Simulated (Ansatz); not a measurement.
**A relaxation, step by step**

AsH₅Se (SMILES [SeH2].[AsH3]), singlet, PBE0-D4/def2-TZVP (Ansatz 0.2.0). Settings:

```yaml
hamiltonian: {xc: pbe0, dispersion: d4}
relax: {f_tol: 0.005, max_steps: 200}
```

Start (the SMILES describes the start alone):

Se1  (-0.399, -0.277, -2.473)
H2  (1.049, -0.081, -2.209)
H3  (-0.728, 0.274, -1.134)
As4  (0.155, 0.178, 2.075)
H5  (-0.966, 0.823, 1.236)
H6  (1.147, 0.310, 0.903)
H7  (-0.259, -1.227, 1.601)
(Å)

```csv
step,energy less the last (meV),largest force component (eV/Å)
1,25.2,0.582
3,8.0,0.024
5 (rejected trial),10.6,0.440
7 (rejected trial),3.6,0.190
9,1.7,0.042
11,1.2,0.057
13,0.7,0.016
15,0.7,0.009
17 (rejected trial),1.9,0.199
19 (rejected trial),0.5,0.076
21,0.2,0.035
23,0.1,0.017
25,0.0,0.012
27,0.0,0.003
28,0.0,0.003
```

Step 3, positions (Å) and forces (eV/Å):

```csv
atom,x,y,z,Fx,Fy,Fz
Se1,-0.394,-0.271,-2.507,-0.008,0.002,-0.009
H2,1.038,-0.080,-2.253,0.015,-0.003,-0.004
H3,-0.722,0.249,-1.175,-0.006,-0.010,0.015
As4,0.151,0.171,2.090,-0.001,-0.006,0.004
H5,-0.955,0.830,1.279,-0.019,0.021,0.003
H6,1.143,0.316,0.946,0.024,0.009,-0.005
H7,-0.262,-1.215,1.620,-0.005,-0.014,-0.004
```

Step 25, positions (Å) and forces (eV/Å):

```csv
atom,x,y,z,Fx,Fy,Fz
Se1,-0.493,-0.135,-2.464,0.010,0.000,0.007
H2,0.963,-0.223,-2.622,-0.012,0.001,0.004
H3,-0.360,-0.027,-1.006,0.001,-0.001,-0.011
As4,0.046,0.109,2.154,0.001,-0.001,-0.003
H5,-0.986,0.940,1.406,0.000,0.000,0.000
H6,1.141,0.482,1.164,0.000,0.001,0.002
H7,-0.312,-1.145,1.368,0.000,0.000,0.001
```

Step 27, positions (Å) and forces (eV/Å):

| atom | x | y | z | Fx | Fy | Fz |
| --- | --- | --- | --- | --- | --- | --- |
| Se1 | -0.494 | -0.135 | -2.463 | -0.002 | 0.000 | 0.001 |
| H2 | 0.961 | -0.225 | -2.627 | 0.002 | 0.000 | 0.000 |
| H3 | -0.354 | -0.027 | -1.006 | 0.000 | 0.000 | 0.000 |
| As4 | 0.044 | 0.108 | 2.155 | -0.001 | -0.001 | 0.003 |
| H5 | -0.987 | 0.940 | 1.406 | 0.001 | 0.000 | -0.001 |
| H6 | 1.142 | 0.483 | 1.169 | 0.001 | 0.001 | -0.001 |
| H7 | -0.312 | -1.145 | 1.367 | 0.000 | 0.000 | -0.001 |

Last step (28):

```
atom    x (Å)    y (Å)    z (Å)
 Se1  -0.4953  -0.1343  -2.4625
  H2   0.9585  -0.2267  -2.6330
  H3  -0.3482  -0.0273  -1.0057
 As4   0.0427   0.1077   2.1561
  H5  -0.9878   0.9403   1.4065
  H6   1.1416   0.4846   1.1725
  H7  -0.3116  -1.1442   1.3661
```

Hardware: 4 CPU threads of an Arm Neoverse V1, shared host. Wall time about 42 s.
